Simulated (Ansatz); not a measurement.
(KBr)2 ring (K₂Br₂): single points at one geometry.

```yaml
crystal:
  periodic: [false, false, false]
  atoms:
    - {symbol: K, position_ang: [0.886344, 0.793850, -1.645521]}
    - {symbol: Br, position_ang: [-1.437805, 1.769966, 0.079412]}
    - {symbol: K, position_ang: [-0.886355, -0.793866, 1.645462]}
    - {symbol: Br, position_ang: [1.437816, -1.769940, -0.079364]}
basis:
  gaussian: {orbitals: def2-TZVP, initial_orbitals: start.molden}
hamiltonian: {xc: {name: PBE-QIDH}}
scf: {omitted_lower_state_checks: [starts]}
```

The file start.molden holds the orbitals of an earlier run on this structure, at another level or in another basis.

```sh
$ ansatz run in.yaml --threads 4 --pin off --events-out ev --progress --plain --max-ram 3916MiB
```

Output, abridged:

```
Functional definition: PBE-QIDH
1292 factors; integrals over basis functions are off by at most 5.9e-4 eV
mean field evaluation 1: about -172691.8156 eV, gradient 2.1e1 eV
mean field evaluation 2: about -172692.0287 eV, gradient 3.4e-1 eV
mean field evaluation 4: about -172692.1103 eV, gradient 2.9e-3 eV
mean field evaluation 8: about -172692.1103 eV, gradient 2.0e-6 eV
mean field -172692.11031770 eV, -6346.3179992588 hartree, gradient 4.4e-6 eV, S^2 0.000000; 0 other end points of the search recorded, 0 dependent functions left out
28 core orbitals not correlated: weight in the atoms' cores, before any rotation towards them, 1.000 or more for the frozen orbitals, at most 0.000 for the correlated occupied ones
reference -172692.11033713 eV, -6346.3179999730 hartree; 26, 26 occupied and 108, 108 virtual orbitals, 1292 factors
second order -26.64170454 eV of doubles, -0.00000000 eV of singles
Total energy: -172700.99090531 eV, -6346.6443548341 hartree
Checks for a lower state left out: starts
```

It took 6 s on 4 threads of Arm Neoverse V1 on a shared host.

First input, but with `hamiltonian: {xc: r2scan, dispersion: d4}`, `output: {orbitals: {seedname: orbitals}}` (abridged; 4.5 s):

```
Functional definition: r2SCAN
mean field -172745.81461907 eV, -6348.2915959323 hartree, gradient 5.1e-5 eV, S^2 0.000000
Total energy: -172745.83433793 eV, -6348.2923205868 hartree
Checks for a lower state left out: starts
```

As the first input, with `hamiltonian: {xc: pbe0, dispersion: d4}`, `output: {orbitals: {seedname: orbitals}}` (abridged; 3.7 s):

```
Functional definition: PBE0
mean field -172722.99505694 eV, -6347.4529924916 hartree, gradient 2.5e-5 eV, S^2 0.000000
Total energy: -172723.08257311 eV, -6347.4562086515 hartree
Checks for a lower state left out: starts
```

The first input with `hamiltonian: {xc: {name: B97M-V}}`, `output: {orbitals: {seedname: orbitals}}` (abridged; 11 s):

```
Functional definition: B97M-V
mean field -172715.00841951 eV, -6347.1594889794 hartree, gradient 1.3e-5 eV, S^2 0.000000
Total energy: -172715.00852599 eV, -6347.1594928927 hartree
Checks for a lower state left out: starts
```

As the first input, with `hamiltonian: {xc: {name: revPBE}, dispersion: d4}`, `output: {orbitals: {seedname: orbitals}}` (abridged; 2.3 s):

```
Functional definition: revPBE
mean field -172730.61329173 eV, -6347.7329574564 hartree, gradient 5.2e-6 eV, S^2 0.000000
Total energy: -172730.77447085 eV, -6347.7388806796 hartree
Checks for a lower state left out: starts
```

As the first input, with `hamiltonian: {xc: pbe, dispersion: d4}`, `output: {forces: true, orbitals: {seedname: orbitals}}` (abridged; 2.6 s):

```
Functional definition: PBE
mean field -172715.34709681 eV, -6347.1719351407 hartree, gradient 9.0e-6 eV, S^2 0.000000
Total energy: -172715.44650541 eV, -6347.1755883393 hartree
Atom 0 force    -0.003858    -0.003485     0.007206 eV/Å
Atom 1 force    -0.007488     0.009221     0.000392 eV/Å
Atom 2 force     0.003783     0.003491    -0.007091 eV/Å
Atom 3 force     0.007564    -0.009226    -0.000508 eV/Å
Dipole moment:    -0.000006    -0.000027    -0.000081 e Å
Checks for a lower state left out: starts
```

The first input with `gaussian: {orbitals: STO-3G}`, `hamiltonian: {xc: hf}`, `output: {orbitals: {seedname: orbitals}}` (abridged; 0.3 s):

```
Functional definition: HF
mean field -170771.72311481 eV, -6275.7450712379 hartree, gradient 3.4e-5 eV, S^2 0.000000
Total energy: -170771.72311481 eV, -6275.7450712379 hartree
Checks for a lower state left out: starts
```

Geometry: B3LYP-D4/def2-SVP.

Correlated methods freeze 28 core orbitals; core or outer-core shells of K, Br are correlated, in sets that lack core-valence functions.
